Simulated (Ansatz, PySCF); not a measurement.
Breaking a bond: H3Ga, SMILES [GaH3]. The Ga1–H4 bond (Ga1 also carries H, H; H4 carries nothing else) is varied alone, starting from the PBE0/def2-TZVP optimised geometry.

- UHF/def2-SVP (Ansatz, a quantum-chemistry and plane-wave program)
- RHF/def2-SVP (Ansatz)
- UKS-BLYP = unrestricted BLYP/def2-SVP (Ansatz)
- RKS-BLYP = restricted BLYP/def2-SVP run with Ansatz
- UKS-CAM-B3LYP = unrestricted CAM-B3LYP/def2-SVP (Ansatz)
- RKS-CAM-B3LYP = Ansatz with restricted CAM-B3LYP/def2-SVP
- UKS-PBE = Ansatz with unrestricted PBE/def2-SVP
- RKS-PBE = restricted PBE/def2-SVP run with Ansatz
- UKS-B3LYP/6-31G* = unrestricted B3LYP/6-31G*, spherical d in PySCF
- RKS-B3LYP/6-31G* = PySCF 2.14.0 with restricted B3LYP/6-31G*, spherical d

Scanned distances (Å): 1.25, 1.36, 1.41, 1.47, 1.52, 1.57, 1.60, 1.68, 1.76, 1.79, 1.93, 2.10, 2.37, 2.60, 2.82, 3.19, 3.40, 3.79, 4.24, 4.68, 5.45.

### Question
Where does the unrestricted solution first break spin symmetry (<S²> of 0.01 or more)?

### Answer
UHF: between 2.10 and 2.37 Å; UKS-BLYP: between 2.60 and 2.82 Å; UKS-CAM-B3LYP: between 2.37 and 2.60 Å; UKS-PBE: between 2.82 and 3.19 Å; UKS-B3LYP/6-31G*: between 2.60 and 2.82 Å.

```json
[
 {"R / Å": "1.25", "<S²> UHF": "0.00", "E(RHF) − E(UHF) / kcal/mol": "0.0", "<S²> UKS-BLYP": "0.00", "E(RKS-BLYP) − E(UKS-BLYP) / kcal/mol": "0.0", "<S²> UKS-CAM-B3LYP": "0.00", "E(RKS-CAM-B3LYP) − E(UKS-CAM-B3LYP) / kcal/mol": "0.0", "<S²> UKS-PBE": "0.00", "E(RKS-PBE) − E(UKS-PBE) / kcal/mol": "0.0", "<S²> UKS-B3LYP/6-31G*": "0.00", "E(RKS-B3LYP/6-31G*) − E(UKS-B3LYP/6-31G*) / kcal/mol": "0.0"},
 {"R / Å": "1.36", "<S²> UHF": "0.00", "E(RHF) − E(UHF) / kcal/mol": "0.0", "<S²> UKS-BLYP": "0.00", "E(RKS-BLYP) − E(UKS-BLYP) / kcal/mol": "0.0", "<S²> UKS-CAM-B3LYP": "0.00", "E(RKS-CAM-B3LYP) − E(UKS-CAM-B3LYP) / kcal/mol": "0.0", "<S²> UKS-PBE": "0.00", "E(RKS-PBE) − E(UKS-PBE) / kcal/mol": "0.0", "<S²> UKS-B3LYP/6-31G*": "0.00", "E(RKS-B3LYP/6-31G*) − E(UKS-B3LYP/6-31G*) / kcal/mol": "0.0"},
 {"R / Å": "1.41", "<S²> UHF": "0.00", "E(RHF) − E(UHF) / kcal/mol": "0.0", "<S²> UKS-BLYP": "0.00", "E(RKS-BLYP) − E(UKS-BLYP) / kcal/mol": "0.0", "<S²> UKS-CAM-B3LYP": "0.00", "E(RKS-CAM-B3LYP) − E(UKS-CAM-B3LYP) / kcal/mol": "0.0", "<S²> UKS-PBE": "0.00", "E(RKS-PBE) − E(UKS-PBE) / kcal/mol": "0.0", "<S²> UKS-B3LYP/6-31G*": "0.00", "E(RKS-B3LYP/6-31G*) − E(UKS-B3LYP/6-31G*) / kcal/mol": "0.0"},
 {"R / Å": "1.47", "<S²> UHF": "0.00", "E(RHF) − E(UHF) / kcal/mol": "0.0", "<S²> UKS-BLYP": "0.00", "E(RKS-BLYP) − E(UKS-BLYP) / kcal/mol": "0.0", "<S²> UKS-CAM-B3LYP": "0.00", "E(RKS-CAM-B3LYP) − E(UKS-CAM-B3LYP) / kcal/mol": "0.0", "<S²> UKS-PBE": "0.00", "E(RKS-PBE) − E(UKS-PBE) / kcal/mol": "0.0", "<S²> UKS-B3LYP/6-31G*": "0.00", "E(RKS-B3LYP/6-31G*) − E(UKS-B3LYP/6-31G*) / kcal/mol": "0.0"},
 {"R / Å": "1.52", "<S²> UHF": "0.00", "E(RHF) − E(UHF) / kcal/mol": "0.0", "<S²> UKS-BLYP": "0.00", "E(RKS-BLYP) − E(UKS-BLYP) / kcal/mol": "0.0", "<S²> UKS-CAM-B3LYP": "0.00", "E(RKS-CAM-B3LYP) − E(UKS-CAM-B3LYP) / kcal/mol": "0.0", "<S²> UKS-PBE": "0.00", "E(RKS-PBE) − E(UKS-PBE) / kcal/mol": "0.0", "<S²> UKS-B3LYP/6-31G*": "0.00", "E(RKS-B3LYP/6-31G*) − E(UKS-B3LYP/6-31G*) / kcal/mol": "0.0"},
 {"R / Å": "1.57", "<S²> UHF": "0.00", "E(RHF) − E(UHF) / kcal/mol": "0.0", "<S²> UKS-BLYP": "0.00", "E(RKS-BLYP) − E(UKS-BLYP) / kcal/mol": "0.0", "<S²> UKS-CAM-B3LYP": "0.00", "E(RKS-CAM-B3LYP) − E(UKS-CAM-B3LYP) / kcal/mol": "0.0", "<S²> UKS-PBE": "0.00", "E(RKS-PBE) − E(UKS-PBE) / kcal/mol": "0.0", "<S²> UKS-B3LYP/6-31G*": "0.00", "E(RKS-B3LYP/6-31G*) − E(UKS-B3LYP/6-31G*) / kcal/mol": "0.0"},
 {"R / Å": "1.60", "<S²> UHF": "0.00", "E(RHF) − E(UHF) / kcal/mol": "0.0", "<S²> UKS-BLYP": "0.00", "E(RKS-BLYP) − E(UKS-BLYP) / kcal/mol": "0.0", "<S²> UKS-CAM-B3LYP": "0.00", "E(RKS-CAM-B3LYP) − E(UKS-CAM-B3LYP) / kcal/mol": "0.0", "<S²> UKS-PBE": "0.00", "E(RKS-PBE) − E(UKS-PBE) / kcal/mol": "0.0", "<S²> UKS-B3LYP/6-31G*": "0.00", "E(RKS-B3LYP/6-31G*) − E(UKS-B3LYP/6-31G*) / kcal/mol": "0.0"},
 {"R / Å": "1.68", "<S²> UHF": "0.00", "E(RHF) − E(UHF) / kcal/mol": "0.0", "<S²> UKS-BLYP": "0.00", "E(RKS-BLYP) − E(UKS-BLYP) / kcal/mol": "0.0", "<S²> UKS-CAM-B3LYP": "0.00", "E(RKS-CAM-B3LYP) − E(UKS-CAM-B3LYP) / kcal/mol": "0.0", "<S²> UKS-PBE": "0.00", "E(RKS-PBE) − E(UKS-PBE) / kcal/mol": "0.0", "<S²> UKS-B3LYP/6-31G*": "0.00", "E(RKS-B3LYP/6-31G*) − E(UKS-B3LYP/6-31G*) / kcal/mol": "0.0"},
 {"R / Å": "1.76", "<S²> UHF": "0.00", "E(RHF) − E(UHF) / kcal/mol": "0.0", "<S²> UKS-BLYP": "0.00", "E(RKS-BLYP) − E(UKS-BLYP) / kcal/mol": "0.0", "<S²> UKS-CAM-B3LYP": "0.00", "E(RKS-CAM-B3LYP) − E(UKS-CAM-B3LYP) / kcal/mol": "0.0", "<S²> UKS-PBE": "0.00", "E(RKS-PBE) − E(UKS-PBE) / kcal/mol": "0.0", "<S²> UKS-B3LYP/6-31G*": "0.00", "E(RKS-B3LYP/6-31G*) − E(UKS-B3LYP/6-31G*) / kcal/mol": "0.0"},
 {"R / Å": "1.79", "<S²> UHF": "0.00", "E(RHF) − E(UHF) / kcal/mol": "0.0", "<S²> UKS-BLYP": "0.00", "E(RKS-BLYP) − E(UKS-BLYP) / kcal/mol": "0.0", "<S²> UKS-CAM-B3LYP": "0.00", "E(RKS-CAM-B3LYP) − E(UKS-CAM-B3LYP) / kcal/mol": "0.0", "<S²> UKS-PBE": "0.00", "E(RKS-PBE) − E(UKS-PBE) / kcal/mol": "0.0", "<S²> UKS-B3LYP/6-31G*": "0.00", "E(RKS-B3LYP/6-31G*) − E(UKS-B3LYP/6-31G*) / kcal/mol": "0.0"},
 {"R / Å": "1.93", "<S²> UHF": "0.00", "E(RHF) − E(UHF) / kcal/mol": "0.0", "<S²> UKS-BLYP": "0.00", "E(RKS-BLYP) − E(UKS-BLYP) / kcal/mol": "0.0", "<S²> UKS-CAM-B3LYP": "0.00", "E(RKS-CAM-B3LYP) − E(UKS-CAM-B3LYP) / kcal/mol": "0.0", "<S²> UKS-PBE": "0.00", "E(RKS-PBE) − E(UKS-PBE) / kcal/mol": "0.0", "<S²> UKS-B3LYP/6-31G*": "0.00", "E(RKS-B3LYP/6-31G*) − E(UKS-B3LYP/6-31G*) / kcal/mol": "0.0"},
 {"R / Å": "2.10", "<S²> UHF": "0.00", "E(RHF) − E(UHF) / kcal/mol": "0.0", "<S²> UKS-BLYP": "0.00", "E(RKS-BLYP) − E(UKS-BLYP) / kcal/mol": "0.0", "<S²> UKS-CAM-B3LYP": "0.00", "E(RKS-CAM-B3LYP) − E(UKS-CAM-B3LYP) / kcal/mol": "0.0", "<S²> UKS-PBE": "0.00", "E(RKS-PBE) − E(UKS-PBE) / kcal/mol": "0.0", "<S²> UKS-B3LYP/6-31G*": "0.00", "E(RKS-B3LYP/6-31G*) − E(UKS-B3LYP/6-31G*) / kcal/mol": "0.0"},
 {"R / Å": "2.37", "<S²> UHF": "0.24", "E(RHF) − E(UHF) / kcal/mol": "1.0", "<S²> UKS-BLYP": "0.00", "E(RKS-BLYP) − E(UKS-BLYP) / kcal/mol": "0.0", "<S²> UKS-CAM-B3LYP": "0.00", "E(RKS-CAM-B3LYP) − E(UKS-CAM-B3LYP) / kcal/mol": "0.0", "<S²> UKS-PBE": "0.00", "E(RKS-PBE) − E(UKS-PBE) / kcal/mol": "0.0", "<S²> UKS-B3LYP/6-31G*": "0.00", "E(RKS-B3LYP/6-31G*) − E(UKS-B3LYP/6-31G*) / kcal/mol": "0.0"},
 {"R / Å": "2.60", "<S²> UHF": "0.56", "E(RHF) − E(UHF) / kcal/mol": "7.5", "<S²> UKS-BLYP": "0.00", "E(RKS-BLYP) − E(UKS-BLYP) / kcal/mol": "0.0", "<S²> UKS-CAM-B3LYP": "0.10", "E(RKS-CAM-B3LYP) − E(UKS-CAM-B3LYP) / kcal/mol": "0.1", "<S²> UKS-PBE": "0.00", "E(RKS-PBE) − E(UKS-PBE) / kcal/mol": "0.0", "<S²> UKS-B3LYP/6-31G*": "0.00", "E(RKS-B3LYP/6-31G*) − E(UKS-B3LYP/6-31G*) / kcal/mol": "0.0"},
 {"R / Å": "2.82", "<S²> UHF": "0.74", "E(RHF) − E(UHF) / kcal/mol": "16.5", "<S²> UKS-BLYP": "0.02", "E(RKS-BLYP) − E(UKS-BLYP) / kcal/mol": "0.0", "<S²> UKS-CAM-B3LYP": "0.42", "E(RKS-CAM-B3LYP) − E(UKS-CAM-B3LYP) / kcal/mol": "2.9", "<S²> UKS-PBE": "0.00", "E(RKS-PBE) − E(UKS-PBE) / kcal/mol": "0.0", "<S²> UKS-B3LYP/6-31G*": "0.27", "E(RKS-B3LYP/6-31G*) − E(UKS-B3LYP/6-31G*) / kcal/mol": "0.9"},
 {"R / Å": "3.19", "<S²> UHF": "0.90", "E(RHF) − E(UHF) / kcal/mol": "33.1", "<S²> UKS-BLYP": "0.47", "E(RKS-BLYP) − E(UKS-BLYP) / kcal/mol": "2.4", "<S²> UKS-CAM-B3LYP": "0.74", "E(RKS-CAM-B3LYP) − E(UKS-CAM-B3LYP) / kcal/mol": "11.6", "<S²> UKS-PBE": "0.56", "E(RKS-PBE) − E(UKS-PBE) / kcal/mol": "2.8", "<S²> UKS-B3LYP/6-31G*": "0.65", "E(RKS-B3LYP/6-31G*) − E(UKS-B3LYP/6-31G*) / kcal/mol": "6.8"},
 {"R / Å": "3.40", "<S²> UHF": "0.94", "E(RHF) − E(UHF) / kcal/mol": "42.3", "<S²> UKS-BLYP": "0.64", "E(RKS-BLYP) − E(UKS-BLYP) / kcal/mol": "4.9", "<S²> UKS-CAM-B3LYP": "0.84", "E(RKS-CAM-B3LYP) − E(UKS-CAM-B3LYP) / kcal/mol": "17.4", "<S²> UKS-PBE": "0.74", "E(RKS-PBE) − E(UKS-PBE) / kcal/mol": "6.0", "<S²> UKS-B3LYP/6-31G*": "0.78", "E(RKS-B3LYP/6-31G*) − E(UKS-B3LYP/6-31G*) / kcal/mol": "10.9"},
 {"R / Å": "3.79", "<S²> UHF": "0.98", "E(RHF) − E(UHF) / kcal/mol": "57.5", "<S²> UKS-BLYP": "0.83", "E(RKS-BLYP) − E(UKS-BLYP) / kcal/mol": "9.7", "<S²> UKS-CAM-B3LYP": "0.94", "E(RKS-CAM-B3LYP) − E(UKS-CAM-B3LYP) / kcal/mol": "27.6", "<S²> UKS-PBE": "0.92", "E(RKS-PBE) − E(UKS-PBE) / kcal/mol": "12.3", "<S²> UKS-B3LYP/6-31G*": "0.91", "E(RKS-B3LYP/6-31G*) − E(UKS-B3LYP/6-31G*) / kcal/mol": "18.6"},
 {"R / Å": "4.24", "<S²> UHF": "1.00", "E(RHF) − E(UHF) / kcal/mol": "71.9", "<S²> UKS-BLYP": "0.94", "E(RKS-BLYP) − E(UKS-BLYP) / kcal/mol": "14.5", "<S²> UKS-CAM-B3LYP": "0.98", "E(RKS-CAM-B3LYP) − E(UKS-CAM-B3LYP) / kcal/mol": "37.5", "<S²> UKS-PBE": "0.98", "E(RKS-PBE) − E(UKS-PBE) / kcal/mol": "18.4", "<S²> UKS-B3LYP/6-31G*": "0.97", "E(RKS-B3LYP/6-31G*) − E(UKS-B3LYP/6-31G*) / kcal/mol": "26.0"},
 {"R / Å": "4.68", "<S²> UHF": "1.00", "E(RHF) − E(UHF) / kcal/mol": "83.0", "<S²> UKS-BLYP": "0.99", "E(RKS-BLYP) − E(UKS-BLYP) / kcal/mol": "18.0", "<S²> UKS-CAM-B3LYP": "1.00", "E(RKS-CAM-B3LYP) − E(UKS-CAM-B3LYP) / kcal/mol": "45.1", "<S²> UKS-PBE": "1.00", "E(RKS-PBE) − E(UKS-PBE) / kcal/mol": "22.7", "<S²> UKS-B3LYP/6-31G*": "0.99", "E(RKS-B3LYP/6-31G*) − E(UKS-B3LYP/6-31G*) / kcal/mol": "31.4"},
 {"R / Å": "5.45", "<S²> UHF": "1.00", "E(RHF) − E(UHF) / kcal/mol": "96.6", "<S²> UKS-BLYP": "1.00", "E(RKS-BLYP) − E(UKS-BLYP) / kcal/mol": "21.8", "<S²> UKS-CAM-B3LYP": "1.00", "E(RKS-CAM-B3LYP) − E(UKS-CAM-B3LYP) / kcal/mol": "54.2", "<S²> UKS-PBE": "1.00", "E(RKS-PBE) − E(UKS-PBE) / kcal/mol": "26.8", "<S²> UKS-B3LYP/6-31G*": "1.00", "E(RKS-B3LYP/6-31G*) − E(UKS-B3LYP/6-31G*) / kcal/mol": "37.1"}
]
```
